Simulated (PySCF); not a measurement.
PySCF input for C₅H₇F, SMILES C(/C1CC1)=C/F, PBE/pcSseg-1. Coordinates come from a B3LYP-D3(BJ)/def2-SVP optimisation. The structure was generated by enumeration; whether it is a known compound was not checked. Other conformers were not sampled.

```python
import numpy as np
from pyscf import gto, scf, dft
from pyscf.prop.nmr import rks as nmr

mol = gto.M(
    atom='''
    F     0.72407844    2.24968150    0.00000000
    C    -0.51854265    1.73502065   -0.00000000
    C    -0.74411266    0.42112994    0.00000000
    C     0.30209538   -0.62110163   -0.00000000
    C     0.07567943   -1.91941020    0.75008358
    C     0.07567943   -1.91941019   -0.75008358
    H    -1.29242472    2.50686999    0.00000000
    H    -1.79104004    0.10175036    0.00000001
    H     1.32360903   -0.23267727    0.00000000
    H     0.92918241   -2.35674388    1.27516095
    H    -0.88000428   -2.04348012    1.26778870
    H    -0.88000427   -2.04348012   -1.26778871
    H     0.92918240   -2.35674388   -1.27516094
    ''',
    basis='pcSseg-1',
    charge=0,
    spin=0,
    max_memory=1600,
    verbose=3,
)
mf = dft.RKS(mol, xc='pbe')
mf.grids.level = 3
mf.conv_tol = 1e-10
mf.max_cycle = 100
mf.kernel()
n = nmr.NMR(mf)
n.verbose = 2
n.max_cycle_cphf = 60
sigma = n.kernel()
print('atom   isotropic/ppm   span/ppm')
for i, s in enumerate(sigma):
    w = np.linalg.eigvalsh((s + s.T) / 2)
    print(f'{mol.atom_symbol(i):2s}{i + 1:3d} {w.mean():14.3f} {w[2] - w[0]:11.3f}')
```

Output:

```
converged SCF energy = -294.145089276422
atom   isotropic/ppm   span/ppm
F   1        278.088     220.175
C   2         23.449     138.358
C   3         58.727     172.983
C   4        168.763      80.681
C   5        169.049      59.659
C   6        169.049      59.659
H   7         24.339       5.048
H   8         27.239       6.433
H   9         29.376      14.760
H  10         30.344      14.411
H  11         30.910      13.047
H  12         30.910      13.047
H  13         30.344      14.411
```

The run converged.

Cost: roughly 50 core-seconds.
